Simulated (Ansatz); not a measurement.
`NC(F)(F)[SiH3]` + H₂O → `NC(O)(F)F` + SiH₄ at 500 K and 1 bar (formal hydrolysis of a C–Si bond).

Calculated with Ansatz (gas phase, PBE0-D4/def2-TZVP geometries, no zero-point term in ΔE). CBS: MP2 limit from def2 TZ/QZ plus the TZ coupled-cluster correction, frozen cores. This one scheme is used for every species. One conformer a species, not always the lowest.

| species | CCSD(T)/CBS energy (Eh) | H − E (kJ/mol) | S (J/(mol·K)) |
| --- | --- | --- | --- |
| `NC(F)(F)[SiH3]` | -584.40769 | 211.8 | 397.9 |
| H₂O | -76.37941 | 73.2 | 206.3 |
| `NC(O)(F)F` | -369.33079 | 177.2 | 351.4 |
| SiH₄ | -291.46306 | 102.4 | 230.9 |

H − E and S are ideal-gas, rigid-rotor, harmonic terms from PBE0-D4/def2-TZVP, for one conformer and one mirror image of each species. 1 Eh = 2625.50 kJ/mol, R = 8.31446 J/(mol·K).

Problem. By hand: ΔE, ΔH, ΔS and ΔG.

Solution. ΔE = (-369.33079) + (-291.46306) − (-584.40769) − (-76.37941) = -0.00675 Eh = -17.7 kJ/mol. Δ(H − E) = 177.2 + 102.4 − 211.8 − 73.2 = -5.4, so ΔH = -23.1 kJ/mol. ΔS = 351.4 + 230.9 − 397.9 − 206.3 = -21.9 J/(mol·K). ΔG = -23.1 − 500 × (-21.9)/1000 = -12.2 kJ/mol.

Problem. By hand: the equilibrium constant, and the temperature at which ΔG would vanish if ΔH and ΔS stayed fixed.

Solution. log₁₀ K = −ΔG/(RT ln 10) = 1.3. ΔG = 0 at ΔH/ΔS = 1055 K.

TΔS isn't small against ΔH here. A doubt of 5 kJ/mol in ΔE shifts log₁₀ K by 0.5 here. Other conformers and mirror images would add mixing entropy, several J/(mol·K) or more a flexible species. These are equilibria of isolated gas molecules and say nothing of rates. Largest T1 diagnostic: 0.012 (customary marks: 0.02 for closed shells, 0.045 for open ones).
